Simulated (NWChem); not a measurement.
Species: RbI; SMILES [I][Rb]

Program: NWChem. Structure relaxed at the PBE0/def2-SVP (def2 core potentials past Kr) level. B3LYP is NWChem's, with the RPA form of VWN correlation.

**Question.** What does the run give for B3LYP/STO-3G (all-electron, non-relativistic)? Quantities: highest occupied level (eV); orbital gap (eV); dipole (D).

**Answer.** 
| Property | Value |
|---|---|
| highest occupied level (eV) | -1.11 |
| orbital gap (eV) | 3.86 |
| dipole (D) | 11.40 |
